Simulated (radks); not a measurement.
Values are calculated unless marked as measured or tabulated.
Kr3+, configuration [Ar] 3d10 4s2 4p3. Level of theory: scalar-relativistic Kohn-Sham, BLYP, spin-polarised, spherical densities, point nucleus; open shells are filled with parallel spins first (a radial shooting solver on a logarithmic mesh with Libxc functionals).

Radial electron density D(r) = 4 pi r^2 rho(r):

| r (bohr) | D(r) (e/bohr) | spin D(r) |
|---|---|---|
| 0.004557 | 7.014 | -0.0000944 |
| 0.005179 | 8.585 | -0.0000971 |
| 0.005934 | 10.57 | -0.0000872 |
| 0.006744 | 12.77 | -0.0000560 |
| 0.007726 | 15.46 | 0.0000183 |
| 0.008781 | 18.35 | 0.000153 |
| 0.009981 | 21.56 | 0.000389 |
| 0.01143 | 25.25 | 0.000818 |
| 0.013 | 28.92 | 0.00148 |
| 0.01489 | 32.85 | 0.00261 |
| 0.01692 | 36.41 | 0.00427 |
| 0.01939 | 39.79 | 0.00698 |
| 0.02204 | 42.35 | 0.0108 |
| 0.02504 | 44.07 | 0.0163 |
| 0.02869 | 44.79 | 0.0248 |
| 0.03261 | 44.38 | 0.0358 |
| 0.03736 | 42.91 | 0.0516 |
| 0.04246 | 40.90 | 0.0709 |
| 0.04865 | 38.69 | 0.0963 |
| 0.05529 | 37.23 | 0.124 |
| 0.06284 | 37.01 | 0.154 |
| 0.072 | 38.58 | 0.184 |
| 0.08183 | 41.76 | 0.206 |
| 0.09375 | 46.27 | 0.214 |
| 0.1066 | 50.43 | 0.202 |
| 0.1221 | 53.25 | 0.164 |
| 0.1387 | 53.19 | 0.108 |
| 0.1577 | 50.06 | 0.0444 |
| 0.1807 | 44.08 | -0.00645 |
| 0.2053 | 37.61 | -0.0117 |
| 0.2352 | 32.12 | 0.0506 |
| 0.2674 | 29.87 | 0.174 |
| 0.3063 | 30.89 | 0.342 |
| 0.3482 | 33.82 | 0.476 |
| 0.3957 | 36.50 | 0.522 |
| 0.4533 | 36.87 | 0.439 |
| 0.5152 | 33.95 | 0.257 |
| 0.5903 | 27.94 | 0.0539 |
| 0.6709 | 21.12 | -0.0209 |
| 0.7686 | 14.47 | 0.139 |
| 0.8736 | 9.871 | 0.543 |
| 0.9929 | 7.108 | 1.13 |
| 1.138 | 5.677 | 1.77 |
| 1.293 | 5.002 | 2.21 |
| 1.481 | 4.339 | 2.34 |
| 1.684 | 3.505 | 2.11 |
| 1.929 | 2.462 | 1.60 |
| 2.192 | 1.535 | 1.06 |
| 2.491 | 0.8238 | 0.601 |
| 2.854 | 0.3557 | 0.273 |
| 3.244 | 0.1341 | 0.108 |
| 3.717 | 0.03811 | 0.0321 |
| 4.224 | 0.009225 | 0.00807 |
| 4.84 | 0.001548 | 0.00140 |
| 5.501 | 0.0002148 | 0.000201 |

D(r) has 3 maxima, at r = 0.0292, 0.130, 0.432 bohr, and minima at 0.0599, 0.274 bohr, inside which lie 2.05, 11.03 electrons.
